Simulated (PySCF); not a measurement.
Computed with PBE-D3(BJ)/def2-TZVP // ωB97X-D3(BJ)/def2-TZVP (PySCF). Isolated molecules, 0 K electronic values unless said otherwise. Delta-SCF ions had no search for a lower state. Excitations are Tamm–Dancoff values on a coarser integration grid. The basis has no diffuse functions, so Rydberg states are missing or too high.

Reference species (SMILES): `F[Si](F)=[SiH2]` (neutral, multiplicity 1).

- LUMO: -3.02 eV
- T1 excitation (TDA): 2.25 eV
- vertical ionisation energy (Delta-SCF): 8.95 eV

Changed species: `F/[SiH]=[SiH]/F`.

Task: Give the shifts of the LUMO, T1 excitation (TDA) and vertical ionisation energy (Delta-SCF).

Result: the LUMO drops by 0.13 eV, to -3.15 eV; the T1 excitation (TDA) falls by 0.75 eV, to 1.50 eV; the vertical ionisation energy (Delta-SCF) falls by 0.61 eV, to 8.34 eV.
